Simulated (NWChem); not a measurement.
VOF₂, doublet; SMILES [V]([F])([F])=[O]

Results from NWChem. Spin-unrestricted. In the optimisation the excess spin sits in b1 (C2v, its own frame). This spin state was assumed; another may lie lower. No stability test was run on the SCF state. Each level has its own optimisation; frequencies are unscaled.

For level B3LYP/3-21G:

- r O–V (Å): 1.575
- highest harmonic frequency (cm⁻¹): 1178
- lowest (cm⁻¹): 133
- zero-point energy (kcal/mol): 4.8
- dipole (D): 0.33

Problem. What are these values for level PBE0/def2-SVP?

Solution. 
| Property | Value |
|---|---|
| r O–V (Å) | 1.792 |
| highest harmonic frequency (cm⁻¹) | 794 |
| lowest (cm⁻¹) | 66 |
| zero-point energy (kcal/mol) | 3.5 |
| dipole (D) | 1.61 |
